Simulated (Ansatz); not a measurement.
A structure relaxed at PBE0-D4/def2-TZVP, charge 0, multiplicity 1:

```xyz
11

B     1.618    1.720    1.903
Zn    0.748    0.627    0.365
C    -0.079   -0.406   -1.088
C    -1.357   -1.158   -0.715
H     1.033    2.582    2.502
H     2.748    1.544    2.269
H    -0.282    0.283   -1.918
H     0.669   -1.110   -1.473
H    -1.185   -1.886    0.083
H    -2.141   -0.483   -0.363
H    -1.773   -1.712   -1.565
```

Task: Give its formula and SMILES.

Result: C2H7BZn, `[BH2][Zn][CH2]C`.

Task: Summarise the bond lengths by kind.

Result: 1 × B–Zn 2.078 Å; 2 × B–H 1.201 Å; 1 × C–Zn 1.965 Å; 1 × C–C 1.529 Å; 5 × C–H 1.094 to 1.097 Å.

Results of the Gaussian-basis code of Ansatz.
